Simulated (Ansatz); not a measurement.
Geometry optimisation, RKS BHLYP-D4/def2-SVP in Ansatz 0.2.0.

Input:

```yaml
crystal:
  periodic: [false, false, false]
  atoms:
    - { symbol: Ga, position_ang: [0.083906, -0.54553, -0.43649] }
    - { symbol: H, position_ang: [-0.033728, -0.013758, 2.281264] }
    - { symbol: H, position_ang: [1.369506, 0.306528, -0.558433] }
    - { symbol: H, position_ang: [-1.354658, -0.09157, -0.814785] }
    - { symbol: S, position_ang: [0.340337, -2.644966, 0.343361] }
    - { symbol: H, position_ang: [-0.951308, -2.986599, 0.217387] }
    - { symbol: H, position_ang: [0.046545, -0.689006, 2.051497] }
basis:
  gaussian: { orbitals: def2-SVP }
hamiltonian:
  xc: { name: BHLYP }
  dispersion: d4
relax:
  f_tol: 0.03
  max_steps: 50
```

Run as:

```bash
$ ansatz run input.yaml --threads 1 --pin off --max-ram 2048MiB --backend cpu --events-out ev --progress --plain --runs-dir out
```

**Question.** Where does it end, and by what steps?

**Answer.** It converged. The force dipped under the threshold on the way, but the program's further checks kept it going. After 10 steps the energy has fallen by 0.140 eV; S5 moved furthest, 0.43 Å.

```
step  energy less start (eV)  largest force component (eV/Å)  accepted
   0                  0.0000                           1.607       yes
   1                 -0.1083                           0.340       yes
   2                 -0.1211                           0.256       yes
   3                 -0.0744                           0.916        no
   4                 -0.1310                           0.054       yes
   5                 -0.1359                           0.074       yes
   6                 -0.1358                           0.458        no
   7                 -0.1387                           0.028       yes
   8                 -0.1392                           0.120       yes
   9                 -0.1391                           0.071        no
  10                 -0.1396                           0.020       yes
```

```xyz
7
Properties=species:S:1:pos:R:3
Ga 0.088 -0.661 -0.377
H -0.100 0.322 2.218
H 1.401 0.164 -0.491
H -1.360 -0.113 -0.532
S 0.365 -2.827 -0.042
H -0.939 -3.140 -0.033
H 0.044 -0.409 2.340
```

Whether the end is a true minimum wasn't checked by a vibrational analysis.

Time of the run: 45 s on 1 thread of Arm Neoverse N1, with other jobs on the host, peak memory 0.17 GiB.
